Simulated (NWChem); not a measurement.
System: CdHOF; SMILES [OH][Cd][F]

Here is an NWChem input.

```
start job
memory heap 200 mb stack 900 mb global 1100 mb
geometry units angstroms noautoz
  Cd    -0.427452     0.021850     0.000000
  F     -0.198617     1.932690     0.000000
  O     -0.781330    -1.900572     0.000000
  H      0.042221    -2.402324     0.000000
end
basis spherical
  Cd library def2-tzvp
  F library def2-tzvp
  O library def2-tzvp
  H library def2-tzvp
end
ecp
  Cd library def2-ecp
end
dft
  xc xpbe96 cpbe96
  iterations 150
  vectors input atomic output neutral.movecs
end
task dft energy
charge 1
dft
  odft
  mult 2
  vectors input atomic output cation.movecs
end
task dft energy
```

Geometry: optimised at PBE0/def2-SVP. def2 effective core potentials on Cd; no spin-orbit coupling.

Ions are spin-unrestricted doublets at the neutral geometry; other ion states weren't tried.

### Question
What results follow from this input? (PBE/def2-TZVP with def2 effective core potentials on Cd, vertical spin-unrestricted ions.) Quantities: vertical ionisation energy, ΔSCF (eV); −ε(HOMO) (eV).

### Answer
The vertical ionisation energy, ΔSCF (eV) comes out as 10.70. The −ε(HOMO) (eV) is 6.83.
